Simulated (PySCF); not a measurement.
**N⁺ (nitrogen, charge +1) across methods**

[He] 2s1 2p2 3s1, high-spin 5P determinant (an excited configuration). All numbers are calculated (PySCF 2.14, the spin-free X2C one-electron Hamiltonian (Gaussian nucleus), in aug-cc-pCVQZ-DK (9s8p6d4f2g, 109 functions)).

```
method  E (hartree)  mean ε 2s α (eV)  mean ε 2p α (eV)  mean ε 3s α (eV)  Σ⟨r²⟩ (bohr²)   ⟨S²⟩
   LDA     -52.6901           -42.526           -31.182            -9.010          20.49  6.000
   PBE     -53.1040           -42.800           -31.299            -8.957          20.54  6.000
 wB97X     -53.1670           -48.320           -36.160           -11.048          20.76  6.000
 TPSSh     -53.1690           -44.485           -32.489            -9.154          20.71  6.000
  PBE0     -53.1168           -45.917           -33.801            -9.553          20.65  6.000
   UHF    -53.06407           -54.860           -40.917           -11.014          20.99  6.000
  MN15     -53.1600           -45.781           -34.145            -9.574          20.58  6.000
r2SCAN     -53.1580           -44.109           -32.236            -8.990          20.83  6.000
```

The outer electron is Rydberg-like, and this basis confines it to a smaller radius and binds it less than a complete one would.
